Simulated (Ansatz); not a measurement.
Coupled-cluster diagnostics for TlF₂⁻ (the lowest singlet isomer of a short search), Ansatz.

Geometry of the singlet (PBE0-D4/def2-TZVPD):

```xyz
3

Tl    0.0975   -0.7995    0.5068
F     1.3665    1.0064    0.4314
F    -1.4640   -0.2069   -0.9382
```

In the def2 sets Tl takes a core potential; there is no spin–orbit coupling. Correlated methods freeze 6 core orbitals; core or outer-core shells of Tl are correlated, in sets that lack core-valence functions. In CCSD on the charge 0 doublet the largest single amplitude is 0.23, so its Hartree–Fock determinant may place the open shell otherwise than the density functionals do. In the quintet geometry the species has come apart into loosely held pieces. The structure comes from a short search, and lower isomers may exist.

Geometry of the charge -1 triplet (PBE0-D4/def2-TZVPD):

Cartesian coordinates in Å:
```
Tl 0.008 -0.625 0.090
F 0.820 0.077 -1.754
F -0.827 0.548 1.664
```

Geometry of the charge -1 quintet (PBE0-D4/def2-TZVPD):

Cartesian coordinates in Å:
```
Tl -0.0045 -0.4129 0.1614
F -0.0144 -2.4015 0.9146
F 0.0188 2.8144 -1.0760
```

Task: Estimate the CCSD(T) correlation energy, the shares of MP2 and (T), T1 and the reference's ⟨S²⟩ for: charge -1, singlet, own geometry in def2-TZVPPD; charge -1, triplet, own geometry in def2-TZVPPD; charge -1, quintet, own geometry in def2-TZVPPD; charge 0, doublet, vertical in def2-TZVPPD; and the rough time on 4 threads of Arm Neoverse V1 on a shared host.

Result: 
```
                           state        basis  correlation (eV)  MP2 share (%)  (T) share (%)     T1  ⟨S²⟩ (pure)  wall time                        remarks
charge -1, singlet, own geometry  def2-TZVPPD           -24.667          100.8            3.0  0.020  0.00 (0.00)      5.5 s                              –
charge -1, triplet, own geometry  def2-TZVPPD           -23.881           99.7            3.1  0.025  2.02 (2.00)       15 s                              –
charge -1, quintet, own geometry  def2-TZVPPD           -21.848           98.1            2.6  0.025  6.02 (6.00)       21 s                              –
     charge 0, doublet, vertical  def2-TZVPPD           -23.854           98.5            3.1  0.045  0.84 (0.75)       24 s  spin-contaminated (⟨S²⟩ 0.84)
```
Customary marks for T1 are 0.02 (closed shells), 0.045 (open shells) and about 0.05 (3d metals). T1 exceeds 0.02 in 3 of 4 rows and 0.045 in 0; the higher it lies, the less the single-reference result can be trusted.
